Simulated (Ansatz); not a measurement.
Geometry optimisation, Ansatz 0.2.0, UKS B3LYP/STO-3G.

Input file:

```yaml
crystal:
  periodic: [false, false, false]
  atoms:
    - { symbol: C, position_ang: [-1.3113, -0.5028, 1.0276] }
    - { symbol: Si, position_ang: [0.1663, 0.3966, 0.5085] }
    - { symbol: C, position_ang: [1.2021, -0.4166, -0.7094] }
    - { symbol: C, position_ang: [0.9635, 0.5622, -1.5856] }
    - { symbol: O, position_ang: [0.0722, 1.289, -0.9097] }
    - { symbol: H, position_ang: [-1.159, -1.2102, 1.768] }
    - { symbol: H, position_ang: [-1.8222, -0.9498, 0.1741] }
    - { symbol: H, position_ang: [-2.0463, 0.2562, 1.4411] }
    - { symbol: H, position_ang: [0.8947, 1.1426, 1.6267] }
    - { symbol: H, position_ang: [1.8856, -1.282, -0.7211] }
    - { symbol: H, position_ang: [1.2199, 0.6579, -2.5995] }
magnetization:
  spin_polarized: true
basis:
  gaussian: { orbitals: STO-3G }
hamiltonian:
  xc: b3lyp
relax:
  f_tol: 0.02
  max_steps: 40
```

Command:

```bash
$ ansatz run input.yaml --threads 1 --pin off --max-ram 2048MiB --backend cpu --events-out ev --progress --plain --runs-dir out
```

Task: Where does it end, and by what steps?

Result: It converged. Limits of this set-up: minimal basis. After 7 steps the energy has fallen by 1.326 eV; H10 moved furthest, 0.18 Å.

| step | energy less start (eV) | largest force component (eV/Å) | accepted |
| --- | --- | --- | --- |
| 0 | 0.0000 | 7.819 | yes |
| 1 | -1.1621 | 1.678 | yes |
| 2 | -1.2367 | 1.215 | yes |
| 3 | -1.2908 | 0.634 | yes |
| 4 | -1.3236 | 0.202 | yes |
| 5 | -1.3257 | 0.075 | yes |
| 6 | -1.3264 | 0.036 | yes |
| 7 | -1.3265 | 0.013 | yes |

```xyz
11
Properties=species:S:1:pos:R:3
C -1.386 -0.459 1.063
Si 0.212 0.347 0.509
C 1.328 -0.466 -0.713
C 0.967 0.507 -1.586
O 0.027 1.382 -0.951
H -1.196 -1.190 1.859
H -1.881 -0.980 0.235
H -2.084 0.291 1.458
H 0.805 1.083 1.610
H 2.019 -1.299 -0.835
H 1.256 0.728 -2.630
```

Whether the end is a true minimum wasn't checked by a vibrational analysis.

Time of the run: 32 s on 1 thread of Arm Neoverse V1, with other jobs on the host, peak memory 0.14 GiB.
